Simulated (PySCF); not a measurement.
Cost of excited-state runs on SMILES FC[C@H]1CC2(CC2)N1, C6H10FN

Cartesian coordinates in Å; atom numbers follow the order of the lines, from 1:
```xyz
18

F    -3.118    0.766    0.710
C    -2.067   -0.079    0.964
C    -1.309   -0.393   -0.320
C    -0.416    0.757   -0.821
C     0.751   -0.083   -0.330
C     2.151   -0.156   -0.836
C     1.870    0.355    0.557
N    -0.118   -1.226   -0.127
H    -2.490   -0.990    1.403
H    -1.421    0.425    1.693
H    -1.999   -0.818   -1.056
H    -0.439    0.898   -1.899
H    -0.563    1.712   -0.321
H     2.600   -1.131   -0.935
H     2.463    0.554   -1.586
H     1.992    1.411    0.746
H     2.142   -0.275    1.392
H    -0.038   -1.721    0.755
```

PySCF with density fitting, on 1 thread of an Arm Neoverse V1, shared host. Command: `OMP_NUM_THREADS=1 python excited_run.py task.json out`

Question: How long does each of these runs take, and how much memory?
- magnetisability and related constants, HCTH407/6-31G*; fitting basis def2-universal-jkfit
- magnetisability and related constants, PBE/pcSseg-1; isotopologues; writes grids

Answer: 
```csv
run,level,basis functions,wall time,peak memory (GiB)
magnetisability and related constants,HCTH407/6-31G*,132,25 s,0.55
magnetisability and related constants,PBE/pcSseg-1,186,48 s,0.7
```
Times from a shared host are rough.
